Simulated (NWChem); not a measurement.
System: C$_{2}$H$_{5}$FN$_{2}$Si; SMILES N[Si@@H]1C=N[C@@H]1F

NWChem input:

```
start job
memory heap 200 mb stack 900 mb global 1100 mb
geometry units angstroms noautoz
  N      0.796939     1.877310     0.500807
  Si    -0.172489     0.814421    -0.422911
  C     -1.536118    -0.207284     0.410222
  N     -0.981654    -1.359403     0.255828
  C      0.260748    -1.068434    -0.473867
  F      1.353926    -1.452860     0.257729
  H      1.250904     1.603407     1.363354
  H      1.122457     2.767856     0.149499
  H     -0.503134     1.551498    -1.681943
  H     -2.518069    -0.124938     0.900485
  H      0.277256    -1.628508    -1.426320
end
basis spherical
  N library 6-31+g*
  Si library 6-31+g*
  C library 6-31+g*
  F library 6-31+g*
  H library 6-31+g*
end
dft
  xc b3lyp
  iterations 150
end
tddft
  cis
  nroots 6
  notriplet
end
task tddft energy
```

Structure relaxed at the PBE0/def2-SVP level.

Vertical excitations in the gas phase.

Task: What results follow from this input? (B3LYP/6-31+G* (spherical d), TDA.) Quantities: basis functions; lowest excitation, singlet (eV); oscillator strength of that lowest state; lowest state with f > 0.02, singlet (eV); orbital gap (eV).

Result: 
- number of basis functions = 122
- lowest excitation, singlet (eV) = 4.09
- oscillator strength of that lowest state = 0.000
- lowest state with f > 0.02, singlet (eV) = 6.05
- orbital gap (eV) = 5.48
